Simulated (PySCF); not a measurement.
## Levels of Se²⁹⁺ from EOM-EA-GCCSD

Reference: closed-shell Se³⁰⁺, [He] 2s2; one electron is added. Calculated with PySCF 2.14, two-component X2C-1e with screened spin-orbit coupling, an even-tempered Gaussian basis (17 s from 2.6 bohr⁻², ratio 2.6; 12 p from 3.4 bohr⁻², ratio 2.6; 7 d from 3.4 bohr⁻², ratio 2.8; 4 f from 69 bohr⁻², ratio 2.8); frozen nothing; the 32 highest virtual spinors dropped; of the others 50 kept and the rest restored at second order. No Breit or QED terms. Binding energies in eV.

```json
{"level": "2p1/2", "Koopmans": "3306.5", "second order": "3306.7", "EOM-CCSD": "3304.7"}
{"level": "2p3/2", "Koopmans": "3257.3", "second order": "3257.8", "EOM-CCSD": "3256.9"}
```

For comparison, the ionisation energy of Se²⁹⁺ is 3301.8 ± 2.1 eV (semi-empirical (NIST evaluation); NIST Atomic Spectra Database, ionization energies).

Only part of the computed levels is shown.
